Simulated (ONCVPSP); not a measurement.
Before and after: ONCV potential for Bi (Z = 83)

| Quantity | Value |
| --- | --- |
| Element | bismuth |
| Generator | ONCVPSP 4.0.1 |
| Type | optimised norm-conserving Vanderbilt (ONCV) |
| Functional | PBE |
| Relativity | fully relativistic |
| Frozen core | [Kr] 4d10 4f14 |
| Valence charge | 23 |
| Reference configuration | 5s2 5p6 5d10 6s2 6p1 (charge +2) |
| Partial waves | 5s+6s: rc 1.60 bohr, ncon 3, nbas 7, qcut 9.1 1/bohr, 2 projectors; 5p+6p: rc 1.60 bohr, ncon 4, nbas 8, qcut 8.3 1/bohr, 2 projectors; 5d: rc 1.30 bohr, ncon 4, nbas 8, qcut 7.3 1/bohr, 2 projectors, debl 2.2 Ha |
| Local potential | polynomial inside 0.80 bohr (lpopt 5, dvloc0 -1 Ha) |
| Core correction | Teter function, fcfact 3.75, rcfact 1.35 |

Open shells are filled in proportion to 2j + 1.

All-electron outer shells of the reference configuration (PBE, scalar-relativistic, ld1.x):

```
shell  level (eV)  outermost node (bohr)  outermost maximum (bohr)
   4d     -447.68                   0.19                      0.38
   5s     -175.36                   0.44                      0.77
   4f     -170.21                      –                      0.34
   5p     -113.42                   0.48                      0.86
   5d      -44.53                   0.51                      1.03
   6s      -30.71                   0.98                      1.83
   6p      -19.19                   1.14                      2.27
```

Change: all radii but the core radius scaled by about 0.92 (s 1.48, p 1.48, d 1.20 bohr); local potential polynomial inside 0.74 bohr (lpopt 5, dvloc0 -1 Ha).

Cutoffs: the cutoffs (Ha) at which the residual kinetic energy of the hardest occupied pseudo-wave falls to 1 and 0.1 mHa per electron; they do not see the model core or the augmentation charge, which bear on the density cutoff. Errors are all-electron minus pseudo energies relative to the spin-unpolarised reference configuration.

**Question.** How do hardness, ghosts and transferability respond?

**Answer.** The potential gets neither clearly harder nor softer (27 Ha and 44 Ha → 29 Ha and 45 Ha); both files keep a bound ghost (s); the lowest positive-energy flag moves from p3/2 at 125.5 eV to p3/2 at 59.0 eV; of the 4 tests that both files solve, the error grows in 2 and shrinks in 0 by more than 15 % and 0.3 meV (median size 0.6 → 0.8 meV).

```csv
quantity,base,changed
"cutoff, loose",27 Ha,29 Ha
"cutoff, tight",44 Ha,45 Ha
loose cutoff by channel,"s 27 Ha, p 23 Ha, d 26 Ha","s 29 Ha, p 22 Ha, d 26 Ha"
bound ghosts,s,s
GHOST(+) flags under 300 eV,p3/2 at 125.5 eV,"p3/2 at 59.0 eV, p1/2 at 121.8 eV"
"error for 5s2 5p6 5d10 6s2 6p3, meV [ΔE -23.48 eV]",-0.7,-1.0
"error for 5s2 5p6 5d10 6s2 6p2, meV [ΔE -15.43 eV]",-0.4,-0.6
"error for 5s2 5p6 5d10 6s2 6p0, meV [ΔE 23.56 eV]",0.0,0.0
"error for 5s2 5p6 5d10 6s1 6p4, meV [ΔE -13.63 eV]",-1.4,-1.7
"rms error of d²Exc/dni dnj with the model core, mHa",3.54,3.61
```

 A true bound ghost makes a file unfit for plane-wave use even where its test errors are small: the radial tests pick states by their node count and pass the ghost by.
